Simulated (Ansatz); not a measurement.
```yaml
crystal:
  periodic: [false, false, false]
  atoms:
    - {symbol: C, position_ang: [-1.397270, 1.160997, 2.393468]}
    - {symbol: C, position_ang: [-0.695156, 1.100707, 1.500202]}
    - {symbol: B, position_ang: [0.305915, 1.044568, 0.254020]}
    - {symbol: B, position_ang: [0.076200, 0.037461, -0.970765]}
    - {symbol: C, position_ang: [0.614705, -1.460089, -1.041973]}
    - {symbol: H, position_ang: [-2.109635, 1.153055, 3.171397]}
    - {symbol: H, position_ang: [1.227061, 1.810381, 0.337966]}
    - {symbol: H, position_ang: [-0.537770, 0.474811, -1.906517]}
    - {symbol: H, position_ang: [1.468112, -1.345933, -1.838546]}
    - {symbol: H, position_ang: [-0.099913, -2.101056, -1.560799]}
    - {symbol: H, position_ang: [1.052430, -1.936442, -0.198278]}
basis:
  gaussian: {orbitals: "6-31G*"}
hamiltonian: {xc: {name: HF}}
correlation: {method: mp2, frozen_orbitals: {C: 9}}
```

```sh
$ ansatz run in.yaml --threads 2 --pin off --events-out ev --progress --plain --max-ram 4352MiB
```

Output, abridged:

```
Functional definition: HF
Error: "frozen_orbitals" has no count for B
```

(1) Something in this input is off. What?

## Answers

(1) Frozen orbitals are typed for one element alone, and the program wants a count for each. The input was rejected before any iteration.
